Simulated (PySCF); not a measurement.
Structure problem from calculated spectra and properties.

Formula: CH7F3NPSi2.

| Item | Value |
| --- | --- |
| UV, first state | lowest singlet excitation: 6.28 eV (197 nm, f = 0.006) [TDDFT wB97X-D/def2-SVPD] |
| UV, strongest line | among the 8 lowest singlet transitions: S5 at 7.28 eV (170 nm, f = 0.295) [TDDFT wB97X-D/def2-SVPD] |
| 1H NMR | chemical shifts (computed TMS as zero) by class: 5.59 (1 H), 4.82 (3 H), 1.35 (2 H), -0.23 (1 H) ppm [GIAO PBE0/pcSseg-1] |
| Polarisability | 99.8 au [wB97X-D/def2-SVPD] |
| Rotational structure | rotational constants A, B, C: 1.292, 0.971, 0.646 GHz [GFN2-xTB] |
| NMR, other nuclei | isotropic shieldings of nuclei other than C and H, by class: 266 (1 N), 249 (3 F), 367 (1 Si), 402 (1 Si), 620 (1 P) ppm [GIAO PBE0/pcSseg-1] |
| 13C NMR | chemical shifts (computed TMS as zero) by class: 138.4 (1 C) ppm [GIAO PBE0/pcSseg-1] |
| Dipole | 3.10 D [wB97X-D/def2-SVPD] |
| Triplet | lowest triplet excitation (Tamm–Dancoff): 5.87 eV [TDA wB97X-D/def2-SVPD] |

The electronic properties come from PySCF, for the isolated species, density fitting. Levels stand in brackets. Isolated species at its GFN2-xTB geometry (one conformer only). NMR values are class means; diastereotopic atoms form classes of their own.

Problem. Give a SMILES that accounts for the data.

Solution. Numbering: `[F:1][C:2]([F:3])([F:4])[Si@H:5]([PH2:6])[NH:7][SiH3:8]`. The one carbon: CF3 carbon [C2] (138.4 ppm). Hydrogen classes from least to most shielded: 1 H on an SiH silicon, Si5 (5.59 ppm), 3 H on an SiH3 silicon, Si8 (4.82 ppm), 2 H on a three-coordinate phosphorus, P6 (1.35 ppm), 1 H on a nitrogen bridging silicon atoms, N7 (-0.23 ppm). The other shieldings belong to: 266 ppm, nitrogen bridging silicon atoms [N7]; 249 ppm, fluorine of a CF3 group [F1/F3/F4]; 367 ppm, SiH silicon [Si5]; 402 ppm, SiH3 silicon [Si8]; 620 ppm, three-coordinate phosphorus [P6]. The optimised geometry has point group C1 and is an asymmetric top. Structure: `FC(F)(F)[Si@H](P)N[SiH3]`. Computed isomers that give other values at the same levels: `N[SiH2][Si@@H](P)C(F)(F)F` (13C chemical shifts (computed TMS as zero) by class: 143.4 (1 C) ppm); `N[Si@]([SiH3])(P)C(F)(F)F` (1H chemical shifts (computed TMS as zero) by class: 3.59 (3 H), 1.33 (2 H), 0.54 (2 H) ppm). The assignments are read from this structure; whether some other isomer fits the data as well wasn't checked. The mirror image fits equally.

Shape of the structure used: `[F:1][C:2]([F:3])([F:4])[Si@H:5]([PH2:6])[NH:7][SiH3:8]`: F1–C2–Si5–P6 -59°, C2–Si5–N7–Si8 -35°, H–P6–Si5–C2 156°, H–P6–Si5–C2 62°.
